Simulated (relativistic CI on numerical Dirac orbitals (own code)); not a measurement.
# Co+ in a cubic cluster: 2p photoemission with charge transfer

Computed with a charge-transfer multiplet model of a cubic metal-ligand cluster with up to 2 ligand holes, Slater and spin-orbit integrals from Dirac-Coulomb-Breit ions, Slater integrals scaled by 0.8. The ground state mixes d8 with configurations of k ligand holes L, whose averages lie at kΔ + k(k − 1)U_dd/2; a core hole lowers each added d electron by U_cd. 300 K, Lorentzian 0.6 eV and Gaussian 0.8 eV FWHM.

Atomic integrals in eV (Slater integrals scaled, ζ unscaled), ground: F2dd 8.285, F4dd 5.103, zeta_d 0.056; with the core hole: F2dd 9.869, F4dd 6.132, zeta_d 0.084, zeta_core 9.670, F2cd 5.831, G1cd 4.368, G3cd 2.482.

Cluster parameters (eV): Δ = 7.8, U_dd = 6.3, U_cd = 8.1, 10Dq = 0.5, 10Dq(ligand) = 0.3, final-state hopping factor = 1.

Weights, n_d and S are thermal averages at 300 K. Binding energies count from the first peak over 30 % of the highest in each spectrum, which can be another peak from case to case. The parameters are a model scan and need not match a compound or its usual spin state. Peaks in eV (height, largest 100): 0.0 (100), 4.5 (32), 15.1 (51), 20.2 (16).

Q: Which parameters give this spectrum?
A. V(eg) = 2.05 eV, V(t2g) = -0.9 eV
B. V(eg) = 1.15 eV, V(t2g) = -0.5 eV
C. V(eg) = 2.95 eV, V(t2g) = -1.3 eV
D. V(eg) = 2.35 eV, V(t2g) = -1.03 eV
E. V(eg) = 1.75 eV, V(t2g) = -0.77 eV

A: E. V(eg) = 1.75 eV, V(t2g) = -0.77 eV; the ground state then has 8.07 d electrons and S = 1.00. The choice follows from running the model for each set and comparing peak positions and heights.
